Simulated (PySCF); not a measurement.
Species: C6H4F3O (doublet state).
Structure used (GFN2-xTB), in Å, numbered top down from 1:
```
atom  x, y, z in Å
C1    -3.3406    1.2417   -0.0938
C2    -2.2217    0.8371    0.4216
O3    -0.9909    0.5587    0.1415
C4    -0.5600   -0.6397   -0.2506
C5     0.7635   -0.9556   -0.3196
C6     1.8455   -0.0848    0.0008
F7     1.5678    1.1645    0.4275
C8     3.1463   -0.4229   -0.0876
F9     4.1763    0.3607    0.2052
F10    3.5582   -1.6239   -0.4948
H11   -3.4648    1.4626   -1.1530
H12   -4.2048    1.4191    0.5225
H13   -1.3118   -1.3761   -0.5109
H14    1.0363   -1.9417   -0.6533
```

The hyperfine couplings belong to this conformer and change with its torsions.

Identity: `C=[C]O/C=C\C(F)=C(F)F` [radical].

Computed, not measured: UKS B3LYP, pcH-1 on C F H O, non-relativistic, mean-field spin-orbit, GIAO (PySCF 2.14.0). Geometry: GFN2-xTB, one conformer, isolated molecule. A GFN2-xTB geometry isn't a minimum of the functional, and hyperfine couplings can be far from their values at a DFT geometry. No stability test was run, so a lower SCF solution isn't excluded.

Principal values of hyperfine tensors in MHz (contact and dipolar terms together), for some of the nuclei:

| atom | isotope | A1 | A2 | A3 |
| --- | --- | --- | --- | --- |
| C2 | 13C | 274.78 | 296.08 | 475.72 |
| H11 | 1H | 140.53 | 143.72 | 151.70 |
| H12 | 1H | 61.14 | 62.27 | 80.20 |
| C1 | 13C | 39.92 | 58.04 | 77.23 |
| F9 | 19F | -10.29 | -5.36 | 58.43 |
| F10 | 19F | -8.53 | -3.13 | 48.07 |
| C5 | 13C | 1.32 | 2.54 | 31.66 |
| C6 | 13C | -18.38 | -7.94 | -6.90 |

Question: Give the isotropic coupling of each nucleus in MHz and in mT (g = 2.0022), and the anisotropic part.

Answer: a_iso is a third of the trace, T = A − a_iso, and a(mT) = a(MHz)/(g × 13.996).

| atom | a_iso (MHz) | a_iso (mT) | T1 | T2 | T3 |
| --- | --- | --- | --- | --- | --- |
| C2 | 348.86 | 12.449 | -74.08 | -52.78 | 126.86 |
| H11 | 145.32 | 5.185 | -4.79 | -1.59 | 6.38 |
| H12 | 67.87 | 2.422 | -6.73 | -5.60 | 12.33 |
| C1 | 58.40 | 2.084 | -18.47 | -0.36 | 18.83 |
| F9 | 14.26 | 0.509 | -24.55 | -19.62 | 44.17 |
| F10 | 12.14 | 0.433 | -20.66 | -15.27 | 35.93 |
| C5 | 11.84 | 0.423 | -10.52 | -9.30 | 19.82 |
| C6 | -11.07 | -0.395 | -7.30 | 3.14 | 4.17 |

Question: What spin density at the nucleus of C6 lies behind its contact coupling (g_N = 1.40482)?

Answer: a_FC = 800.24 MHz bohr³ × g_N × ρ(0)/(2S). With a_FC = -11.07 MHz and 2S = 1, ρ(0) = -0.00985 bohr⁻³.

Question: O3 (17O, g_N = -0.75752) isn't in the table. Its spin density at the nucleus is 0.1087 bohr⁻³. What is its contact coupling?

Answer: By the same relation, a_FC = -65.9 MHz. Its full tensor has the principal values -109.29, -44.68, -43.65 MHz.

Question: Name the largest traceless tensor T of the table and describe it.

Answer: C2: -74.1, -52.8, 126.9 MHz, rhombic: the two smaller values differ by 17 % of the largest.

Question: In a single crystal, with the field along each principal axis of the tensor of C2 in turn, what first-order splitting does this nucleus give (isotropic g, quadrupole terms neglected)?

Answer: 2 lines (I = 1/2), spaced by |A_i|/(g × 13.996): 9.81, 10.57, 16.98 mT along the axes of A1, A2 and A3.
